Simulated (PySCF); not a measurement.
## `F[C@@H]1CC(=S)[C@@H](Cl)C1`, C5H6ClFS

Molfile (atoms numbered from 1):
```
C5H6ClFS
     RDKit          3D

 14 14  0  0  0  0  0  0  0  0999 V2000
    0.3965   -2.3917   -0.0691 F   0  0  0  0  0  0  0  0  0  0  0  0
    0.2627   -1.0849   -0.4728 C   0  0  2  0  0  0  0  0  0  0  0  0
    1.2689   -0.1824    0.2511 C   0  0  0  0  0  0  0  0  0  0  0  0
    0.5308    1.0803    0.5594 C   0  0  0  0  0  0  0  0  0  0  0  0
    1.1281    2.3655    1.3329 S   0  0  0  0  0  0  0  0  0  0  0  0
   -0.8721    0.9627    0.0457 C   0  0  1  0  0  0  0  0  0  0  0  0
   -0.8812    1.7258   -1.5933 Cl  0  0  0  0  0  0  0  0  0  0  0  0
   -1.1133   -0.5315   -0.0842 C   0  0  0  0  0  0  0  0  0  0  0  0
    0.4116   -1.0818   -1.5576 H   0  0  0  0  0  0  0  0  0  0  0  0
    1.5864   -0.6627    1.1813 H   0  0  0  0  0  0  0  0  0  0  0  0
    2.1710    0.0124   -0.3302 H   0  0  0  0  0  0  0  0  0  0  0  0
   -1.6085    1.5055    0.6363 H   0  0  0  0  0  0  0  0  0  0  0  0
   -1.3948   -0.9432    0.8875 H   0  0  0  0  0  0  0  0  0  0  0  0
   -1.8871   -0.7745   -0.8091 H   0  0  0  0  0  0  0  0  0  0  0  0
  1  2  1  0
  2  3  1  0
  3  4  1  0
  4  5  2  0
  4  6  1  0
  6  7  1  0
  6  8  1  0
  8  2  1  0
  2  9  1  6
  3 10  1  0
  3 11  1  0
  6 12  1  1
  8 13  1  0
  8 14  1  0
M  END
```

Computed, not measured: PySCF 2.14.0, TDDFT wB97X-D/aug-cc-pVDZ circular dichroism and optical rotation, one conformer, gas phase. Geometry: GFN2-xTB.

Singlets 7 and 8 lie within 0.01 eV of each other, so their separate moments and overlaps can depend on how they mix.

Q: Assign R or S to each stereocentre.

A: C2 R, C6 S.

Q: Which excitations and rotatory strengths does the calculation give?

A: Rotatory strengths R in 10⁻⁴⁰ esu² cm², velocity form and length form (origin at the centre of mass); f in length form.
| state | E (eV) | λ (nm) | f | R (velocity) | R (length) | main |
| --- | --- | --- | --- | --- | --- | --- |
| 1 | 2.34 | 529 | 0.0001 | +1.3 | +0.7 | HOMO→LUMO 0.98 |
| 2 | 5.19 | 239 | 0.133 | +21.8 | +21.8 | HOMO−1→LUMO 0.83, HOMO−3→LUMO 0.10 |
| 3 | 5.45 | 228 | 0.008 | +7.6 | +7.4 | HOMO−2→LUMO 0.90 |
| 4 | 5.70 | 217 | 0.107 | -23.1 | -23.0 | HOMO−3→LUMO 0.79, HOMO−1→LUMO 0.12 |
| 5 | 6.10 | 203 | 0.055 | +5.5 | +5.6 | HOMO→LUMO+1 0.56, HOMO→LUMO+3 0.17 |
| 6 | 6.24 | 199 | 0.005 | +2.2 | +2.2 | HOMO−4→LUMO 0.50, HOMO−5→LUMO 0.23 |
| 7 | 6.75 | 184 | 0.006 | +6.3 | +6.1 | HOMO−4→LUMO 0.32, HOMO−5→LUMO 0.25 |
| 8 | 6.76 | 183 | 0.022 | +18.1 | +18.6 | HOMO→LUMO+7 0.21, HOMO→LUMO+2 0.17 |

Among the states computed, the strongest CD band (largest |R|) is state 4. The largest dissymmetry factor in size, g = 4R/(D+G), with D and G the electric and magnetic dipole strengths, is +0.05 for state 1 (velocity form, f = 9e-05), among bands with |R| over 0.5. The mirror image has the same energies and oscillator strengths and all R with the opposite sign.
